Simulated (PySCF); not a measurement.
## Ionisation energy of Er⁴⁷⁺ by level of theory

Er⁴⁷⁺ [Ar] 3d3 [3d3/2^3, M_J = 3/2] → Er⁴⁸⁺ [Ar] 3d2 [3d3/2^2, M_J = 2], as a difference of total energies. Computed with PySCF 2.14 in an even-tempered Gaussian basis (15 s from 12 bohr⁻², ratio 2.8; 12 p from 15 bohr⁻², ratio 2.8; 8 d from 15 bohr⁻², ratio 2.8; 3 f from 49 bohr⁻², ratio 3), with the two-component X2C-1e Hamiltonian. Correlated levels: [Ne] frozen; the 72 highest virtual spinors dropped. "Screened" scales the spin-orbit matrix elements by Boettger's factors to mimic the two-electron term; Breit and QED terms are absent.

```csv
method,ionisation energy (eV)
GHF (spin-free),4020.9
GMP2 (spin-free),4020.7
GHF (screened spin-orbit),4039.1
GMP2 (screened spin-orbit),4039.9
```

Breit and QED terms and the two-electron picture change are absent.

The spin-free rows relax to the high-spin LS determinant and lack the spin-orbit shift.

The labels give the starting determinants; with spin-orbit coupling the two ends relaxed to ⟨J²⟩ = 3.78, ⟨L²⟩ = 7.82, ⟨S²⟩ = 2.11 and ⟨J²⟩ = 6.02, ⟨L²⟩ = 10.19, ⟨S²⟩ = 1.53.

For comparison: 4038 ± 4 eV (theoretical estimate listed by NIST; NIST Atomic Spectra Database, ionization energies).
